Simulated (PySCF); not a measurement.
# One molecule, several mistakes: BCFH3Si cation

Calculated results; nothing here was measured. They come from PySCF 2.14.0, an open-source quantum chemistry program, on an isolated molecule that a program drew, which may never have been made. The molecule is BCFH3Si cation (charge +1, singlet), drawn as the SMILES string `C=[SiH][B+]F`.

Each row is a Hartree-Fock (HF) and frozen-core CCSD(T) single point in the cc-pV(D+d)Z basis, meant for a local HF minimum. Run 1 is clean. Each other run has one planted mistake out of seven kinds, and not every kind appears here: one electron removed, one electron added, multiplicity raised by two, geometry at a saddle point, minimal basis STO-3G, one bond length entered in bohr, all coordinates scaled. The reference is restricted for singlets and unrestricted otherwise, and also for a bond in bohr. Adding or removing an electron swaps singlet and doublet. Electrons count all cores. HOMO and LUMO are orbital energies over both spins, the gradient is its largest component, and the lowest frequency (negative if imaginary) is given only where the gradient is small. Bond lengths are over the 6 bonds as drawn. T1 is the CCSD diagnostic: over 0.02 (restricted) or 0.045 (unrestricted) a single reference is doubtful.

Geometry of the clean run:
```xyz
7
BCFH3Si cation, angstrom
C    -0.8824    0.7168   -0.5194
Si   -0.2824   -0.8715   -0.6329
B     1.1318   -0.8370   -2.0427
F     1.9894   -0.7485   -2.9181
H    -0.5024    1.5223   -1.1387
H    -1.6689    1.0022    0.1724
H    -0.5281   -2.1594   -0.0008
```

```
run,electrons,basis functions,<S^2>,HOMO (eV),LUMO (eV),gradient (hartree/bohr),lowest frequency (cm^-1),mean bond (Å),longest bond (Å),T1,HF (hartree),CCSD(T) (hartree),mistake
1,36,80,0.000,-14.29,-4.98,3.0e-05,133,1.4256,1.997,0.0186,-452.36373,-452.89458,no fault
2,36,80,0.000,-13.86,-5.09,5.4e-02,-,1.5097,2.115,0.0210,-452.34045,-452.88301,all coordinates scaled
3,35,80,0.755,-23.08,-12.80,4.6e-02,-,1.4256,1.997,0.0183,-451.87699,-452.35426,?
4,36,80,1.513,-14.52,-5.47,3.5e-02,-,1.6078,2.322,0.0776,-452.16734,-452.65334,?
```

**Which mistake was planted in run 3, and what did it cost?**

It counts 35 electrons, one fewer than the clean run, at the same geometry and basis. So the mistake is: one electron removed. Subtracting run 1 and multiplying by 627.51 kcal/mol a hartree, the energy moved by 305.4 kcal/mol in HF and 339.1 kcal/mol in CCSD(T).

**Which mistake was planted in run 4, and what did it cost?**

The mean bond changes by a factor of 1.128 and the longest by 1.163, so the molecule wasn't scaled as a whole. A length L in bohr read as angstrom grows by (1/0.5292 - 1) L = 0.890 L. The 6 bonds together grew by 6 x 0.1822 = 1.093 Å, which gives L = 1.229 Å. That is bond B3-F4, 1.229 Å in the clean geometry. So the mistake is: one bond length entered in bohr. Subtracting run 1 and multiplying by 627.51 kcal/mol a hartree, the energy moved by 123.2 kcal/mol in HF and 151.4 kcal/mol in CCSD(T).

Cautions from the logs. Run 2: T1 is over the limit, so its CCSD(T) energy is less reliable; run 4: T1 is over the limit, so its CCSD(T) energy is less reliable.
